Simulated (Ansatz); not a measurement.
F₂H₂SSi, SMILES `F[SiH](F)S` from Hartree–Fock to CCSD(T)

| atom | x (Å) | y (Å) | z (Å) |
| --- | --- | --- | --- |
| F1 | -1.610 | -0.087 | 0.541 |
| Si2 | -0.328 | 0.095 | -0.373 |
| F3 | -0.046 | 1.655 | -0.390 |
| S4 | 1.315 | -0.973 | 0.391 |
| H5 | -0.621 | -0.370 | -1.736 |
| H6 | 1.290 | -0.320 | 1.568 |

Total charge 0; spin multiplicity 1. All single points use the PBE0-D4/def2-TZVP geometry. It is one conformer, not always the lowest. Frozen core, restricted reference, Ansatz. CBS rows extrapolate triple and quadruple zeta; past MP2 they add the triple-zeta difference.

```csv
basis,HF (Eh),MP2 corr.
def2-SVP,-886.28061,-0.59357
def2-TZVPP,-886.79670,-0.79254
def2-QZVPP,-886.82735,-0.86742
```

Task: Estimate the CCSD correlation energy and the (T) correction in each basis where they were run (hartree).

Result: 
| basis | CCSD corr. | (T) |
| --- | --- | --- |
| def2-SVP | -0.62207 | -0.01140 |
| def2-TZVPP | -0.81879 | -0.02699 |
| CBS(def2) | -0.94914 | as TZ |
